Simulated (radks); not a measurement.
The numbers below are computed, except where a source is named.
All-electron atom: Yb in [Xe] 4f14 6s2.

Level of theory: scalar-relativistic Kohn-Sham, LDA (Slater exchange, Perdew-Wang correlation), spin-unpolarised, spherical densities, point nucleus; hard spherical wall at 7 bohr (a radial shooting solver on a logarithmic mesh with Libxc functionals).

Energy parts (hartree):
total: -14051.1421
kinetic: 15311.0378
electron-nucleus: -34601.5039
Hartree: 5523.5083
exchange-correlation: -284.1842

Orbitals (lengths in bohr, moments of r in powers of bohr; <r^-3> diverges for s and p1/2):
| orbital | occ. | eigenvalue (hartree) | <r^-3> |
|---|---|---|---|
| 1s | 2 | -2248.723 | - |
| 2s | 2 | -380.9992 | - |
| 2p | 6 | -335.9076 | 15960 |
| 3s | 2 | -85.82724 | - |
| 3p | 6 | -72.23691 | 3481 |
| 3d | 10 | -55.66320 | 457.8 |
| 4s | 2 | -16.83193 | - |
| 4p | 6 | -12.36882 | 792.7 |
| 4d | 10 | -6.49526 | 87.65 |
| 5s | 2 | -1.98613 | - |
| 5p | 6 | -0.97560 | 95.21 |
| 6s | 2 | -0.11180 | - |
| 4f | 14 | -0.08107 | 12.30 |
| 5d | 0 | 0.01251 | 2.430 |
| 6p | 0 | 0.03644 | 9.858 |
| 7s | 0 | 0.33485 | - |

The highest occupied level is 4f at -2.206 eV. Summed over all electrons, <r^2> = 63.78 bohr^2, which gives a Langevin (diamagnetic) susceptibility term of -50.5 x 10^-6 cm^3/mol.
